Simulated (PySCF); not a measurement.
**Atomic charges against the basis set**

Compound: C₄H₃FOSi.
SMILES with atom numbers: `[CH:1]#[C:2][SiH2:3][C:4]([F:5])=[C:6]=[O:7]` (hydrogens: H8 on C1; H9, H10 on Si3)

PBE0 throughout (PySCF), one geometry, spherical d and f functions. Geometry: PBE0-D3(BJ)/def2-SVP, one conformer, isolated molecule. The first 7 of 9 kinds of atom are listed.

Mulliken charges (e):

| basis | functions | C1 | C2 | Si3 | C4 | F5 | C6 | O7 |
| --- | --- | --- | --- | --- | --- | --- | --- | --- |
| STO-3G | 42 | -0.137 | -0.238 | +0.663 | -0.164 | -0.073 | +0.157 | -0.129 |
| 6-31G | 73 | -0.309 | -0.230 | +0.719 | -0.004 | -0.305 | +0.315 | -0.291 |
| pcSseg-0 | 73 | -0.358 | -0.412 | +1.006 | -0.081 | -0.329 | +0.340 | -0.422 |
| 6-31G* | 108 | -0.177 | -0.166 | +0.388 | +0.066 | -0.304 | +0.366 | -0.301 |
| cc-pVDZ | 117 | -0.130 | -0.025 | +0.369 | -0.069 | -0.185 | +0.167 | -0.074 |
| def2-SVP | 117 | -0.216 | -0.027 | +0.501 | -0.144 | -0.220 | +0.212 | -0.064 |
| aug-cc-pVDZ | 192 | +1.266 | -0.775 | -0.246 | +0.391 | -0.503 | +0.194 | -0.301 |
| 6-311+G(2d,p) | 215 | -0.370 | +0.035 | +0.496 | +0.082 | -0.278 | +0.240 | -0.280 |
| def2-TZVP | 241 | -0.165 | -0.162 | +0.227 | +0.049 | -0.187 | +0.174 | -0.130 |
| cc-pVTZ | 256 | -0.076 | -0.223 | +0.279 | -0.043 | -0.175 | +0.229 | -0.116 |
| IGLO-III | 284 | -0.210 | -0.204 | +0.721 | +0.131 | -0.254 | +0.260 | -0.327 |
| pcSseg-2 | 301 | +0.001 | -0.227 | +0.570 | -0.060 | -0.249 | +0.333 | -0.221 |

IAO charges (e):

| basis | functions | C1 | C2 | Si3 | C4 | F5 | C6 | O7 |
| --- | --- | --- | --- | --- | --- | --- | --- | --- |
| STO-3G | 42 | -0.146 | -0.312 | +0.772 | -0.274 | -0.091 | +0.207 | -0.110 |
| 6-31G | 73 | -0.161 | -0.306 | +0.665 | -0.177 | -0.237 | +0.371 | -0.229 |
| pcSseg-0 | 73 | -0.146 | -0.314 | +0.673 | -0.201 | -0.225 | +0.370 | -0.221 |
| 6-31G* | 108 | -0.152 | -0.342 | +0.786 | -0.196 | -0.251 | +0.412 | -0.252 |
| cc-pVDZ | 117 | -0.164 | -0.336 | +0.777 | -0.194 | -0.252 | +0.410 | -0.244 |
| def2-SVP | 117 | -0.154 | -0.335 | +0.787 | -0.198 | -0.253 | +0.408 | -0.242 |
| aug-cc-pVDZ | 192 | -0.172 | -0.335 | +0.783 | -0.189 | -0.268 | +0.423 | -0.256 |
| 6-311+G(2d,p) | 215 | -0.169 | -0.345 | +0.814 | -0.199 | -0.268 | +0.428 | -0.258 |
| def2-TZVP | 241 | -0.168 | -0.348 | +0.822 | -0.199 | -0.268 | +0.428 | -0.258 |
| cc-pVTZ | 256 | -0.169 | -0.344 | +0.808 | -0.197 | -0.265 | +0.426 | -0.257 |
| IGLO-III | 284 | -0.170 | -0.347 | +0.821 | -0.199 | -0.269 | +0.428 | -0.258 |
| pcSseg-2 | 301 | -0.168 | -0.347 | +0.820 | -0.199 | -0.268 | +0.428 | -0.258 |

Hirshfeld charges (e):

```csv
basis,functions,C1,C2,Si3,C4,F5,C6,O7
STO-3G,42,-0.094,-0.163,+0.435,-0.109,-0.041,+0.092,-0.061
6-31G,73,-0.069,-0.163,+0.340,-0.079,-0.091,+0.183,-0.120
pcSseg-0,73,-0.069,-0.165,+0.359,-0.080,-0.091,+0.171,-0.112
6-31G*,108,-0.067,-0.158,+0.327,-0.078,-0.082,+0.194,-0.124
cc-pVDZ,117,-0.072,-0.157,+0.342,-0.086,-0.075,+0.182,-0.111
def2-SVP,117,-0.069,-0.156,+0.347,-0.081,-0.086,+0.191,-0.120
aug-cc-pVDZ,192,-0.072,-0.163,+0.355,-0.083,-0.089,+0.191,-0.126
"6-311+G(2d,p)",215,-0.070,-0.165,+0.355,-0.082,-0.091,+0.191,-0.126
def2-TZVP,241,-0.070,-0.160,+0.346,-0.081,-0.089,+0.194,-0.126
cc-pVTZ,256,-0.071,-0.158,+0.344,-0.081,-0.085,+0.192,-0.124
IGLO-III,284,-0.074,-0.159,+0.350,-0.079,-0.092,+0.191,-0.128
pcSseg-2,301,-0.069,-0.162,+0.352,-0.082,-0.092,+0.196,-0.128
```

ESP-fitted charges (e):

```
        basis  functions      C1      C2     Si3      C4      F5      C6      O7
       STO-3G         42  -0.305  -0.043  +0.344  -0.271  -0.015  +0.362  -0.201
        6-31G         73  -0.359  -0.035  +0.277  -0.324  -0.086  +0.614  -0.345
     pcSseg-0         73  -0.329  -0.100  +0.374  -0.390  -0.079  +0.653  -0.358
       6-31G*        108  -0.367  -0.023  +0.239  -0.310  -0.034  +0.487  -0.263
      cc-pVDZ        117  -0.387  +0.008  +0.182  -0.286  -0.038  +0.457  -0.238
     def2-SVP        117  -0.369  -0.012  +0.229  -0.300  -0.052  +0.501  -0.267
  aug-cc-pVDZ        192  -0.445  +0.064  +0.142  -0.251  -0.059  +0.479  -0.268
6-311+G(2d,p)        215  -0.453  +0.065  +0.133  -0.240  -0.062  +0.466  -0.260
    def2-TZVP        241  -0.443  +0.062  +0.144  -0.249  -0.056  +0.470  -0.260
      cc-pVTZ        256  -0.429  +0.043  +0.168  -0.266  -0.046  +0.467  -0.255
     IGLO-III        284  -0.435  +0.058  +0.141  -0.246  -0.058  +0.470  -0.263
     pcSseg-2        301  -0.430  +0.038  +0.186  -0.258  -0.067  +0.489  -0.273
```

**Question.** Which scheme is steadiest as the basis changes?

**Answer.** Largest range over the bases for any column: Hirshfeld 0.11 e, IAO 0.22 e, ESP-fitted 0.29 e, Mulliken 1.64 e. Hirshfeld charges move least and Mulliken charges most, counted in e. Without the minimal STO-3G basis the ranges are Hirshfeld 0.03, IAO 0.16, ESP-fitted 0.24, Mulliken 1.64 e.

**Question.** How much do the charges still move between the two largest bases, IGLO-III and pcSseg-2?

**Answer.** At most, over all atoms: Mulliken 0.211 e, IAO 0.002 e, Hirshfeld 0.005 e, ESP-fitted 0.045 e.

**Question.** What do the same runs give for the total energy, the frontier levels and the dipole moment?

**Answer.** 
| basis | energy (Eh) | HOMO (eV) | LUMO (eV) | μ (D) |
| --- | --- | --- | --- | --- |
| STO-3G | -610.4807 | -3.29 | 1.49 | 0.76 |
| 6-31G | -618.0264 | -6.89 | -2.18 | 1.63 |
| pcSseg-0 | -617.0765 | -7.13 | -2.39 | 1.73 |
| 6-31G* | -618.1534 | -6.77 | -1.95 | 1.35 |
| cc-pVDZ | -618.1978 | -6.86 | -2.03 | 1.19 |
| def2-SVP | -617.8419 | -6.99 | -2.15 | 1.33 |
| aug-cc-pVDZ | -618.2219 | -7.10 | -2.31 | 1.36 |
| 6-311+G(2d,p) | -618.2934 | -7.15 | -2.36 | 1.39 |
| def2-TZVP | -618.3273 | -7.10 | -2.26 | 1.34 |
| cc-pVTZ | -618.3134 | -7.05 | -2.20 | 1.29 |
| IGLO-III | -618.3301 | -7.13 | -2.33 | 1.36 |
| pcSseg-2 | -618.3305 | -7.14 | -2.30 | 1.42 |

The dipole is fixed by the density alone, so its range of 0.97 D shows that the density itself changes with the basis, not only its division among atoms.
